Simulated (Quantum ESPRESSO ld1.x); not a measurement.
Values are calculated unless marked as measured or tabulated.
One sound ld1.x (Quantum ESPRESSO 7.5) input for neutral strontium gives E = -3133.415 hartree in 29 iterations:

```
 &input
    zed=38.0,
    iswitch=1,
    rel=0,
    dft='BLYP',
    config='[Kr] 5s2',
    prefix='ld1',
    max_out_wfc=37,
    file_charge='ld1.rho',
 /
```

Changed or added lines, one case at a time, and what came of them:

- isic=1 latt=1: refused. The program stops in ld1_readin with "isic and latter correction not allowed": the two corrections exclude each other.
- config='[Kr] 5s2 1p1': refused. The program stops in el_config with "main/angular quantum number mismatch": l must be smaller than n.
- dft='HF': refused. The program stops in ld1_setup with "HF not implemented yet": ld1.x has no Hartree-Fock; KLI and OEP are its exact-exchange options.
- zval=1: refused. The program stops in ld1_readin with "reading input namelist": the namelist holds a keyword that &input does not know.
- rmax=2.0: not converged. The mesh cuts the orbital tails; the cycle ends with warnings and the numbers are not to be used.
- config='[Kr] 5s2 6p4': not converged. The string holds 42 electrons for Z = 38, so the species has charge -4 and is not the one meant. The extra electrons are not bound, and the cycle does not converge.
- dft='PBEE': silently wrong. The misspelt name is not refused: the parser picks the pieces it recognises inside the string (index line 0 0 3 4 0 0 0), so another functional than the one meant is run.
